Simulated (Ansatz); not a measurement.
The inner images of a band of AlCl2H + H4Si (9 atoms, charge 0, multiplicity 1) are given out of order.

Theory: RKS PBE/def2-SVP (Ansatz 0.2.0).

Initial state:

```xyz
9
Properties=species:S:1:pos:R:3
Al -0.035 0.292 0.137
H 0.210 1.304 1.331
Cl 1.585 -0.311 -1.108
Cl -1.992 -0.010 -0.632
Si 0.162 -2.759 1.116
H -0.291 -3.011 -0.285
H 1.601 -3.113 1.331
H -0.734 -3.425 2.117
H 0.036 -1.261 1.416
```

Final state:

```xyz
9
Properties=species:S:1:pos:R:3
Al -0.093 -0.695 -0.231
H 0.540 0.574 1.677
Cl 1.561 0.356 -1.056
Cl -2.022 0.111 -0.600
Si 0.152 -2.904 0.772
H -0.207 -3.975 -0.226
H 1.567 -3.139 1.234
H -0.767 -3.045 1.958
H -0.189 0.424 1.893
```

Question: Put them in order from the first end to the last, with their energies above the first end.
A.
```xyz
9
Properties=species:S:1:pos:R:3
Al -0.116 -0.653 -0.245
H 0.425 0.670 1.666
Cl 1.531 0.310 -1.177
Cl -2.023 0.213 -0.582
Si 0.102 -2.851 0.785
H -0.106 -3.912 -0.263
H 1.469 -3.033 1.392
H -0.925 -3.040 1.871
H 0.184 0.002 1.974
```
B.
```xyz
9
Properties=species:S:1:pos:R:3
Al -0.041 0.070 0.054
H 0.281 0.659 1.495
Cl 1.545 -0.014 -1.348
Cl -2.069 0.037 -0.560
Si 0.153 -2.650 1.103
H -0.165 -3.153 -0.280
H 1.522 -3.090 1.505
H -0.922 -3.058 2.055
H 0.237 -1.095 1.398
```
C.
```xyz
9
Properties=species:S:1:pos:R:3
Al -0.038 0.271 0.115
H 0.253 1.100 1.430
Cl 1.507 -0.082 -1.301
Cl -2.034 -0.053 -0.539
Si 0.166 -2.759 1.121
H -0.148 -3.080 -0.304
H 1.532 -3.222 1.521
H -0.906 -3.222 2.057
H 0.210 -1.246 1.320
```
D.
```xyz
9
Properties=species:S:1:pos:R:3
Al -0.058 -0.219 -0.022
H 0.294 0.419 1.544
Cl 1.575 0.052 -1.327
Cl -2.077 0.113 -0.528
Si 0.132 -2.603 1.021
H -0.177 -3.276 -0.297
H 1.493 -3.050 1.477
H -0.914 -3.010 2.021
H 0.273 -0.720 1.533
```
E.
```xyz
9
Properties=species:S:1:pos:R:3
Al -0.092 -0.526 -0.154
H 0.291 0.469 1.682
Cl 1.561 0.183 -1.276
Cl -2.044 0.203 -0.536
Si 0.113 -2.706 0.891
H -0.147 -3.560 -0.313
H 1.479 -3.021 1.451
H -0.912 -3.006 1.957
H 0.294 -0.330 1.722
```

Answer: C (+0.6 kcal/mol), B (+10.2 kcal/mol), D (+30.9 kcal/mol), E (+11.0 kcal/mol), A (+4.6 kcal/mol).

The run took 110 s on 2 threads of Intel(R) Xeon(R) Platinum 8488C (Sapphire Rapids), on a shared host, peak memory 0.15 GiB.
